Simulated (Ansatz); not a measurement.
Geometry optimisation of (CdTe)2 ring (Cd2Te2).

```yaml
crystal:
  periodic: [false, false, false]
  atoms:
    - {symbol: Cd, position_ang: [-1.403830, 0.055580, -0.595530]}
    - {symbol: Te, position_ang: [-0.891500, -0.342420, 2.068820]}
    - {symbol: Cd, position_ang: [1.404610, -0.054670, 0.595910]}
    - {symbol: Te, position_ang: [0.890720, 0.341520, -2.069210]}
basis:
  gaussian: {orbitals: def2-SVP}
hamiltonian: {xc: r2scan, dispersion: d4}
scf: {lower_state_search: "off"}
output: {orbitals: {seedname: orbitals}}
relax: {f_tol: 0.02, max_steps: 100}
```

```sh
$ ansatz run in.yaml --threads 4 --pin off --events-out ev --progress --plain --max-ram 3916MiB
```

Output, abridged:

```
Functional definition: r2SCAN
mean field -23726.27847441 eV, -871.9246516854 hartree, gradient 2.0e-6 eV, S^2 0.000000; 0 other end points of the search recorded, 0 dependent functions left out
relax step   1: F+E_penalty+E_count = -23726.32427215 eV  Δ(F+E_penalty+E_count) = +0.000e0 eV  max|allowed force component| = 4.838e-1 eV/Å  Δτ_max = 0.0000 Å  (17 SCF iters, accepted)
mean field -23726.25309320 eV, -871.9237189433 hartree, gradient 2.6e-6 eV, S^2 0.000000; 0 other end points of the search recorded, 0 dependent functions left out
relax step   2: F+E_penalty+E_count = -23726.29820043 eV  Δ(F+E_penalty+E_count) = +2.607e-2 eV  max|allowed force component| = 5.848e-1 eV/Å  Δτ_max = 0.1927 Å  (26 SCF iters, rejected (line search))
mean field -23726.34964074 eV, -871.9272669998 hartree, gradient 2.2e-6 eV, S^2 0.000000; 0 other end points of the search recorded, 0 dependent functions left out
relax step   3: F+E_penalty+E_count = -23726.39520580 eV  Δ(F+E_penalty+E_count) = -7.093e-2 eV  max|allowed force component| = 5.744e-2 eV/Å  Δτ_max = 0.0941 Å  (19 SCF iters, accepted)
mean field -23726.35021585 eV, -871.9272881347 hartree, gradient 2.8e-6 eV, S^2 0.000000; 0 other end points of the search recorded, 0 dependent functions left out
relax step   4: F+E_penalty+E_count = -23726.39576858 eV  Δ(F+E_penalty+E_count) = -5.628e-4 eV  max|allowed force component| = 6.702e-3 eV/Å  Δτ_max = 0.0086 Å  (21 SCF iters, accepted)
Total energy: -23726.39577894 eV, -871.9289625475 hartree
Atom 0 at    -1.310148     0.051496    -0.555777 Å, force    -0.000430    -0.000078    -0.000179 eV/Å
Atom 1 at    -0.915322    -0.351312     2.125139 Å, force    -0.002783    -0.001011     0.006702 eV/Å
Atom 2 at     1.310176    -0.051362     0.555806 Å, force     0.000245    -0.000098     0.000067 eV/Å
Atom 3 at     0.915294     0.351188    -2.125178 Å, force     0.002967     0.001186    -0.006590 eV/Å
Dipole moment:     0.000024     0.000071     0.000022 e Å
Checks for a lower state left out: stability, starts, cluster_reference, orbital_swaps, neighbouring_geometries, increment
```

Hardware: 4 threads of Arm Neoverse V2 on a shared host. Wall time 10 s.

In the def2 sets Cd, Te take a core potential; there is no spin–orbit coupling.
